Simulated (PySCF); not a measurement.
# MoF4: what the settings change

MoF4 holds Mo(IV), d2, at total charge 0. The structure is a PBE0-D3(BJ)/def2-TZVP geometry optimised for multiplicity 3; coordination tetrahedral, point group Td, metal–donor distances 1.84 Å.

The d shell alone is too small an active space for MoF4 (an active orbital has only 0.70 squared overlap with the free ion's shell): its levels, fitted parameters, g values and moments show what this model gives and aren't sound predictions.

```
5

Mo    0.000    0.000    0.000
F     1.065    1.065    1.065
F     1.065   -1.065   -1.065
F    -1.065   -1.065    1.065
F    -1.065    1.065   -1.065
```

Method (PySCF 2.14, density fitting): CASSCF(2,5) with orbitals averaged over all microstates of the shell, strongly contracted NEVPT2 on the averaged canonical orbitals; basis x2c-TZVPall on the metal, x2c-SVPall elsewhere; spin-free X2C; gas phase; spin-orbit coupling by state interaction with the mean-field operator over all roots.

Base run: NEVPT2 ground state 3A2, next 1E at 9223, then 3T2 at 15203 cm⁻¹, 10Dq(CASSCF) 14651, B(CASSCF) 652, ζ 654 cm⁻¹, g 1.855 1.855 1.855, μeff(300 K) 2.66 μB.

**Question.** What happens with the basis x2c-TZVPall on all atoms?

**Answer.** NEVPT2 ground state 3A2, next 1E at 9123, then 3T2 at 14830 cm⁻¹, 10Dq(CASSCF) 14465, B(CASSCF) 649, ζ 650 cm⁻¹, g 1.853 1.853 1.853, μeff(300 K) 2.65 μB. It took 12 s against 6.6 s on a shared host of the same kind.

**Question.** What happens with orbitals averaged over the highest spin alone?

**Answer.** NEVPT2 ground state 3A2, next 1E at 9250, then 3T2 at 15222 cm⁻¹, 10Dq(CASSCF) 14659, B(CASSCF) 658, ζ 659 cm⁻¹, g 1.854 1.854 1.854, μeff(300 K) 2.66 μB.

Charge-transfer states lie outside this active space and may come lower than some of these levels. NEVPT2 on the d shell alone tends to put d–d bands too high for such charged or covalently bound ions.
